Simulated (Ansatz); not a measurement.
A nudged elastic band was laid between two geometries of H3InS2 (6 atoms, charge 0, multiplicity 1).

Theory: Ansatz 0.2.0, RKS PBE-D4/def2-SVP.

- movable images: 7
- climbing image: yes
- spring: 5.0 eV/Å²
- optimiser: quadratic models (default)
- start path: through a guess of the saddle point
- force threshold: 0.05 eV/Å
- iteration limit: 60
- end points: relaxed

Initial state:

```xyz
6
Properties=species:S:1:pos:R:3
S -0.751 -1.760 0.121
In 0.300 0.341 -0.487
S 0.329 1.941 1.333
H -0.550 -2.301 -1.116
H 0.963 0.699 -2.041
H -0.292 1.080 2.189
```

Final state:

```xyz
6
Properties=species:S:1:pos:R:3
S -0.706 -1.561 0.332
In 1.433 -0.851 -0.944
S 0.595 1.683 0.790
H -1.041 -2.539 -0.555
H 0.250 2.369 -0.335
H -0.531 0.900 0.713
```

Q: What changes between the two ends?

A: Bonds broken: In2–S3, In2–H5. Bonds formed: S3–H5. H3InS2 becomes H2S + HInS.

Q: What energy profile does the band end with?

A: The forces met the threshold. The highest image is number 4 of 0 to 8, 148.7 kJ/mol above the first end and 156.9 kJ/mol above the last; the last end lies 8.2 kJ/mol below the first. Beside the main top the profile has a ripple of under 15 meV (maxima at images 2, 4), which may be a very shallow well or noise. Neighbouring images differ by up to 1.4 eV, so the band resolves the path poorly. A vibrational analysis at the climbing image gives one clearly imaginary mode, 807i cm⁻¹: a first-order saddle point. The orbitals stay closed-shell, which can raise the energy where a bond breaks towards radicals; this wasn't checked here.

```
image  path coordinate (Å)  energy (kJ/mol)  In2–S3 (Å)  In2–H5 (Å)  S3–H5 (Å)
    0                 0.00              0.0        2.42        1.73       3.65
    1                 1.21             18.3        2.45        1.74       3.73
    2                 2.41             20.7        2.43        1.74       3.99
    3                 3.62             19.4        2.44        1.72       3.34
    4                 4.83            148.7        2.69        1.77       2.13
    5                 5.90             12.3        3.18        2.78       1.37
    6                 6.96             -0.6        3.17        3.55       1.36
    7                 8.03             -5.1        3.16        3.65       1.36
    8                 9.10             -8.2        3.18        3.48       1.36
```

Q: What is the geometry of the highest image?

A: 
```xyz
6
Properties=species:S:1:pos:R:3:forces:R:3
S -0.373 -2.369 0.036 0.00 0.00 0.00
In -0.123 -0.047 -0.667 0.00 0.00 0.00
S 0.925 1.425 1.328 0.00 0.00 0.00
H -0.803 -2.762 -1.198 0.00 0.00 0.00
H 0.583 1.572 -0.769 0.00 0.00 0.00
H -0.209 2.181 1.269 0.00 0.00 0.00
```

Time of the run: 11 min on 1 thread of Intel(R) Xeon(R) Processor @ 2.50GHz (Skylake/Cascade Lake), on a shared host, peak memory 0.14 GiB.
